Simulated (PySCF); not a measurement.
diboron tetrachloride cation (B2Cl4), SMILES ClB(B(Cl)Cl)Cl (connectivity only; charge and spin as stated), charge +1, multiplicity 2.

Coordinates come from a PBE0-D3(BJ)/def2-SVP optimisation. The spin state was assumed, not searched. The values are those of a single conformer.

All values below come from PySCF with TDA-PBE/def2-SVPD.

Vertical excitations; the highest root listed may be one member of a degenerate set. 

Computed excitation energies, oscillator strengths and character:
```tsv
state	energy (eV)	λ (nm)	f	main pairs
root 1	2.32	534	0.000	β HOMO−2→LUMO 100 %
root 2	2.43	509	0.022	β HOMO→LUMO (degenerate set)
root 3	2.43	509	0.022	β HOMO−1→LUMO (degenerate set)
root 4	2.56	484	0.000	β HOMO−3→LUMO 100 %
root 5	3.32	373	0.146	β HOMO−4→LUMO 94 %
root 6	3.63	341	0.000	β HOMO−6→LUMO (degenerate set)
root 7	3.63	341	0.000	β HOMO−5→LUMO (degenerate set)
root 8	4.06	305	0.004	α HOMO→LUMO+1 (degenerate set)
root 9	4.06	305	0.004	α HOMO→LUMO (degenerate set)
root 10	4.81	258	0.000	β HOMO−7→LUMO 96 %
```
Unrestricted roots are not spin-pure.
